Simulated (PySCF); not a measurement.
Compound: boron monobromide, BBr (singlet state).
InChI=1S/BBr/c1-2

Method used: PySCF 2.14.0, PBE0-D3(BJ)/def2-SVP geometry optimisation, gas phase.

Masses are those of the commonest isotopes; rigid-rotor values at the optimised geometry. 

Task: What are the moment of inertia and the rotational constant?

Result: I = 34.556 u·Å², B = 505379 MHz·u·Å²/I = 14625 MHz (0.4878 cm⁻¹, or 0.702 K as hB/k). For two atoms I = μr² with μ = 9.6615 u and r = 1.8912 Å.

Task: List the first levels of a rigid rotor in a Σ state.

Result: E(J) = BJ(J+1): J = 1: 0.976, J = 2: 2.927, J = 3: 5.854, J = 4: 9.757, J = 5: 14.635, J = 6: 20.489 cm⁻¹.

Task: Where do the first rotational lines fall?

Result: The dipole is 1.66 D; J+1 ← J lies at 2B(J+1): 1 ← 0 at 29.25 GHz, 2 ← 1 at 58.50 GHz, 3 ← 2 at 87.75 GHz, 4 ← 3 at 117.00 GHz, 5 ← 4 at 146.25 GHz, 6 ← 5 at 175.50 GHz.

Task: Estimate the classical rotational partition function at 10 K, 25 K and 298.15 K.

Result: Point group C∞v, symmetry number σ = 1; q = kT/(σhB), k/h = 20836.6 MHz/K: 14.2 at 10 K, 35.6 at 25 K, 425 at 298.15 K.

Stationary, but not proved a minimum. Constants of a rigid frame at the computed geometry: no zero-point averaging, no centrifugal distortion.
